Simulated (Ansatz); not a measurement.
```xyz
27

C    -2.0591   -1.5326   -2.0980
O    -0.9299   -1.1777   -1.3798
Hf    0.3956   -0.0593   -0.5395
O     2.1287   -0.2673   -1.4657
N     0.6641   -1.0344    1.2416
C     1.7497   -0.6693    2.1144
C    -0.2453   -1.9594    1.8650
C     0.8980    2.3605   -0.0053
C    -0.2413    2.0212    0.7587
C    -1.3105    1.7990   -0.1344
C    -0.8352    2.0131   -1.4483
C     0.5266    2.3601   -1.3686
H    -2.7379   -0.6790   -2.2234
H    -1.7882   -1.9010   -3.0940
H    -2.6085   -2.3285   -1.5818
H     2.6435   -1.0560   -1.6272
H     2.3330   -1.5500    2.4236
H     2.4449    0.0141    1.6156
H     1.3990   -0.1736    3.0346
H     0.2688   -2.8836    2.1709
H    -0.7109   -1.5376    2.7707
H    -1.0448   -2.2384    1.1754
H     1.8827    2.5813    0.3809
H    -0.2829    1.9348    1.8344
H    -2.3146    1.5058    0.1377
H    -1.4124    1.9078   -2.3558
H     1.1869    2.5499   -2.2015
```

Total charge 0; spin multiplicity 1. Hf takes the def2 core potential.

Problem. List the r2SCAN/def2-TZVPP orbital energies in eV (the Gaussian-basis code of Ansatz). (An estimate is asked.)

Solution. Ansatz gave: Occupied: -515.36, -514.68, -384.38, -274.20, -273.42, -273.31, -273.22, -273.19, -273.18, -273.15, -273.13, -65.05, -34.31, -34.06, -33.98, -25.64, -24.40, -23.07, -22.81, -18.49, -18.46, -18.08, -17.14, -15.29, -13.99, -13.96, -13.56, -11.81, -11.44, -11.43, -11.23, -11.17, -11.13, -11.01, -10.05, -9.96, -9.92, -9.53, -9.48, -9.46, -8.95, -7.80, -7.67, -7.44, -7.00, -6.81, -6.25, -6.01, -4.85. Lowest empty: -0.64, -0.26, 0.21, 0.35, 0.97, 1.26, 1.36, 1.48.
